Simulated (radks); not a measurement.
Results of a calculation; reference values are marked as such.
The nuclear charge of the titanium ion Ti2+ is varied continuously with 20 electrons held in [Ar] 3d2. Code: a radial shooting solver on a logarithmic mesh with Libxc functionals. Model: scalar-relativistic Kohn-Sham, LDA (Slater exchange, Perdew-Wang correlation), spin-polarised, spherical densities, finite nucleus; open shells are filled with parallel spins first; Fermi nuclear charge, rms radius 3.5921 fm. By the Hellmann-Feynman theorem dE/dZ = E(electron-nucleus)/Z, the electronic potential at the nucleus (averaged over a nucleus of fixed radius). The scalar-relativistic energy here is not variational (the density holds large components alone), so the two differ by a part that grows with Z.

\begin{tabular}{lrrrrr}
Z & E (hartree) & E(electron-nucleus)/Z (hartree) & HOMO & e(HOMO) (eV) & <r> HOMO (bohr) \\ \hline
21.5 & -805.84737 & -88.8643 & 3d & -13.461 & 1.614 \\
21.6 & -814.76538 & -89.3964 & 3d & -14.793 & 1.568 \\
21.7 & -823.73666 & -89.9281 & 3d & -16.174 & 1.525 \\
21.8 & -832.76117 & -90.4593 & 3d & -17.603 & 1.485 \\
21.9 & -841.83888 & -90.9903 & 3d & -19.078 & 1.449 \\
22 & -850.96976 & -91.5209 & 3d & -20.598 & 1.415 \\
22.1 & -860.15378 & -92.0514 & 3d & -22.162 & 1.383 \\
22.2 & -869.39092 & -92.5815 & 3d & -23.769 & 1.354 \\
22.3 & -878.68117 & -93.1115 & 3d & -25.417 & 1.326 \\
22.4 & -888.02449 & -93.6414 & 3d & -27.107 & 1.299 \\
22.5 & -897.42089 & -94.1711 & 3d & -28.837 & 1.275 \\
22.6 & -906.87034 & -94.7006 & 3d & -30.607 & 1.251 \\
22.7 & -916.37284 & -95.2301 & 3d & -32.415 & 1.229 \\
22.8 & -925.92839 & -95.7595 & 3d & -34.263 & 1.208 \\
22.9 & -935.53696 & -96.2888 & 3d & -36.148 & 1.187 \\
23 & -945.19857 & -96.8181 & 3d & -38.071 & 1.168 \\
\end{tabular}

The central difference of E at Z = 22 is -91.575 hartree, to compare with the third column; the second derivative is -5.31 hartree.
